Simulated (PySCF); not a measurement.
Molecule: `C=C1C=CC=CC=C1F`, C8H7F.

Bonds (- single, = double, # triple, : aromatic): C1=C2, C2:C3, C3:C4, C4:C5, C5:C6, C6:C7, C7:C8, C8-F9, C8:C2. C1 carries H10, H11; C3 carries H12; C4 carries H13; C5 carries H14; C6 carries H15; C7 carries H16. H10 is cis to C3; H11 is trans to C3.

Frames of a GFN2-xTB Langevin trajectory at 400 K; GIAO PBE0/pcSseg-1 shieldings in PySCF, gas phase, non-relativistic; equivalent atoms averaged within each frame.

Scale: 13C (σref 186.93) and 1H (σref 31.72) vs TMS; CFCl3 for 19F (σref 170.95) (reference shieldings calculated alike). The references are static minima.

**Question.** How do the shifts (ppm) fluctuate along the trajectory?

**Answer.** 
```tsv
time (fs)	C8	C2	C3	C6	C5	C4	C7	C1	F9	H12
250	182.5	153.5	152.1	132.6	131.1	130.9	127.2	108.9	-85.2	7.27
425	170.1	142.3	143.9	138.9	138.8	140.9	118.2	110.6	-73.7	6.60
625	176.3	155.6	147.8	132.4	145.1	138.5	110.5	123.4	-71.7	7.21
800	177.3	141.2	149.4	142.3	144.2	134.7	108.6	101.4	-81.1	6.09
1000	187.3	150.5	135.9	133.6	139.8	136.9	121.6	115.6	-83.2	6.21
mean of frames	178.7	148.6	145.8	136.0	139.8	136.4	117.2	112.0	-79.0	6.68
standard deviation	6.5	6.5	6.3	4.4	5.6	3.8	7.8	8.2	6.0	0.55
```

5 frames give an uncertainty of the mean of about the standard deviation over 2.2 at best, since frames this close in time may not be independent; classical motion lacks zero-point vibration, and the reference would need the same averaging.
